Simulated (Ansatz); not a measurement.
```yaml
crystal:
  periodic: [true, true, true]
  atoms:
    - {symbol: C, position_ang: [-1.341845, -0.958906, -1.941497]}
    - {symbol: C, position_ang: [-2.013639, -0.262728, -0.669771]}
    - {symbol: C, position_ang: [-3.319529, -1.064954, -0.218970]}
    - {symbol: C, position_ang: [-0.999297, -0.106665, 0.562725]}
    - {symbol: C, position_ang: [0.299467, 0.804465, 0.267038]}
    - {symbol: C, position_ang: [0.512738, 1.886999, 1.426194]}
    - {symbol: C, position_ang: [1.621841, -0.084297, -0.013941]}
    - {symbol: C, position_ang: [2.750528, 0.752821, -0.775188]}
    - {symbol: C, position_ang: [2.219429, -0.755334, 1.308981]}
    - {symbol: H, position_ang: [-0.435817, -0.371118, -2.327463]}
    - {symbol: H, position_ang: [-0.987563, -2.021932, -1.683498]}
    - {symbol: H, position_ang: [-2.093042, -1.043273, -2.805308]}
    - {symbol: H, position_ang: [-2.338635, 0.799980, -0.980805]}
    - {symbol: H, position_ang: [-3.046881, -2.133745, 0.105136]}
    - {symbol: H, position_ang: [-3.839740, -0.554266, 0.667652]}
    - {symbol: H, position_ang: [-4.078399, -1.145354, -1.076380]}
    - {symbol: H, position_ang: [-0.674321, -1.157539, 0.906363]}
    - {symbol: H, position_ang: [-1.586475, 0.338941, 1.445829]}
    - {symbol: H, position_ang: [0.091836, 1.389941, -0.704631]}
    - {symbol: H, position_ang: [1.441988, 2.536394, 1.249668]}
    - {symbol: H, position_ang: [0.623823, 1.384127, 2.452063]}
    - {symbol: H, position_ang: [-0.392799, 2.589339, 1.486117]}
    - {symbol: H, position_ang: [1.298034, -0.937879, -0.715123]}
    - {symbol: H, position_ang: [3.137381, 1.620852, -0.130395]}
    - {symbol: H, position_ang: [2.350780, 1.196542, -1.755866]}
    - {symbol: H, position_ang: [3.652362, 0.090397, -1.030783]}
    - {symbol: H, position_ang: [2.670336, 0.033923, 2.010066]}
    - {symbol: H, position_ang: [3.055687, -1.494620, 1.042850]}
    - {symbol: H, position_ang: [1.421792, -1.332112, 1.898948]}
basis:
  gaussian: {orbitals: def2-mTZVPP}
magnetization: {spin_polarized: true, initial_magnetization: 0}
hamiltonian: {xc: {name: revPBE0}, dispersion: d4}
output: {forces: true}
```

```sh
$ ansatz run in.yaml --threads 4 --pin off --events-out ev --progress --plain --max-ram 66560MiB --backend cuda --devices 0, --max-vram 37GiB
```

(1) How does Ansatz answer? (Best estimate.)

Answers

(1) Computed: The input was rejected before any iteration.
```
Error: YAML parse error: error: line 2 column 3: crystal: missing field `lattice` (a structure is typed as `lattice` and `atoms`, a molecule's as `atoms` in Å alone, or read from a run's directory, `checkpoint`)
 --> <input>:2:3
1 | crystal:
2 |   periodic: [true, true, true]
3 |   atoms:
4 |     - {symbol: C, position_ang: [-1.341845, -0.958906, -1.941497]}
```
